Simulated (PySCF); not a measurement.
# Bond length, frequency and bond energy of AlI by level of theory

State: ¹Σ⁺ (singlet), closed shell. Set-up: Al def2-SVP, I def2-SVP with ECP28; scalar-relativistic core potentials (PySCF 2.14). De refers to Al + I in their high-spin ground configurations, without counterpoise correction. A positive dipole means Al(−)I(+).

| Level | Re (Å) | ωe (cm⁻¹) | De (eV) | μ (D) | CPU s a point (SCF and correlation, without the integrals) |
| --- | --- | --- | --- | --- | --- |
| RHF | 2.572 | 311 | 2.88 | -2.25 | 0.046 |
| RHF-MP2 | 2.541 | 328 | 3.79 | n/a | 0.072 |
| RHF-SCS-MP2 | 2.548 | 324 | 3.67 | n/a | n/a |
| RHF-CCSD | 2.545 | 326 | 3.61 | n/a | n/a |
| RHF-CCSD(T) | 2.543 | 327 | 3.68 | n/a | 0.73 |
| LDA | 2.536 | 321 | 4.54 | -1.54 | 0.32 |
| PBE | 2.568 | 310 | 4.01 | -1.62 | 0.51 |
| revPBE | 2.579 | 306 | 3.83 | -1.64 | 0.39 |
| r²SCAN | 2.553 | 317 | 3.97 | -1.57 | 0.7 |
| PBE0 | 2.551 | 319 | 3.92 | -1.78 | 0.82 |
| LC-ωPBE | 2.525 | 332 | 3.70 | -1.79 | 0.65 |
| B2PLYP | 2.558 | 316 | 3.81 | -2.03 | 0.47 |

Measured (Huber and Herzberg, Constants of Diatomic Molecules (1979)): Re = 2.537102 Å, ωe = 316.1 cm⁻¹.

The bond length runs from 2.525 Å (LC-ωPBE) to 2.579 Å (revPBE). De spans 2.88 eV (RHF, mean field) to 4.54 eV (LDA, local density). Correlation at CCSD(T) changes the Hartree–Fock bond energy by +0.80 eV; the triples alone change it by +0.07 eV.

Correlated steps freeze 9 core orbitals. Correlated levels converge slowly with the basis: in double zeta they bind strong bonds too weakly, by up to about 1 eV, and carry superposition errors of some tenths. Spin–orbit coupling is left out, which matters for elements this heavy, above all for dissociation energies. Where the molecule has an RHF reference, its open-shell atoms are computed with UHF. B2PLYP dipoles, levels and charges come from its SCF part alone.

The whole job (state search and all levels along the bond) took about 1.1 min on 1 thread of Arm Neoverse V1 (shared host), peak memory 0.49 GiB.
